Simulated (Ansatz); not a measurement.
AlBH7NSi, SMILES `[BH2][Al]([NH2])[SiH3]`. Charge 0, multiplicity 1.

```xyz
11

B     2.126   -0.976   -0.065
Al    0.237   -0.092    0.339
N    -0.295    0.231    2.000
Si   -1.359    0.554   -1.423
H     3.119   -0.330   -0.253
H     2.276   -2.162   -0.181
H    -1.182    0.648    2.236
H     0.227    0.034    2.838
H    -1.758   -0.613   -2.265
H    -0.777    1.565   -2.356
H    -2.615    1.143   -0.870
```

Task: What are the harmonic wavenumbers in cm⁻¹ at PBE0-D4/def2-TZVP (Ansatz, finite differences of forces, unscaled)? (Best estimate.)

Result: Ansatz gave: 53, 99, 130, 149, 153, 357, 358, 432, 437, 458, 543, 556, 666, 811, 834, 876, 938, 940, 1153, 1570, 2185, 2193, 2194, 2558, 2631, 3601, 3692.

Task: Is this a minimum?

Result: Yes, all 27 modes are real.

Task: Give the ideal-gas thermochemistry at 298.15 K and 1 bar (rigid rotor, harmonic oscillator; point group Cs, symmetry number 1).

Result: Zero-point energy 182.8 kJ/mol; H(298) − E = 208.2 kJ/mol; entropy 376.0 J/(mol·K), of which translation 164.5, rotation 113.3, vibration 98.1; G(298) − E = 96.1 kJ/mol. Modes under 100 cm⁻¹ are hindered rotations or soft bends, so the harmonic entropy is rough.

Task: And at 400, 500, 600, 800 and 1000 K?

Result: 
```tsv
T (K)	H − E (kJ/mol)	S (J/mol/K)	G − E (kJ/mol)
400	222.4	417.0	55.6
500	238.2	452.0	12.1
600	255.2	483.0	-34.6
800	292.2	536.1	-136.7
1000	332.3	580.9	-248.5
```

Task: Rotational constants (cm⁻¹)?

Result: 0.1724, 0.0822, 0.05754.
